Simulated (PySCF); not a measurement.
# Os: ionisation energy

Os [Xe] 4f14 5d6 6s2 [5d3/2^4 5d5/2^2, M_J = 4] → Os⁺ [Xe] 4f14 5d6 6s1 [5d3/2^4 5d5/2^2 6s1/2^1, M_J = 9/2], as a difference of total energies. Computed with PySCF 2.14 in x2c-TZVPall-2c (11s11p10d2f, 108 functions), with the two-component X2C-1e Hamiltonian. "Screened" scales the spin-orbit matrix elements by Boettger's factors to mimic the two-electron term; Breit and QED terms are absent.

```
                   method  ionisation energy (eV)
          GHF (spin-free)                   6.554
GHF (screened spin-orbit)                   6.551
```

The spin-free rows relax to the high-spin LS determinant and lack the spin-orbit shift.

Errors of the correlated levels include the incompleteness of this basis and the frozen core.

The labels give the starting determinants; with spin-orbit coupling the two ends relaxed to ⟨J²⟩ = 20.08, ⟨L²⟩ = 6.71, ⟨S²⟩ = 5.83 and ⟨J²⟩ = 24.77, ⟨L²⟩ = 6.59, ⟨S²⟩ = 8.55.

For comparison: 8.438 eV (measured; NIST Atomic Spectra Database, ionization energies).
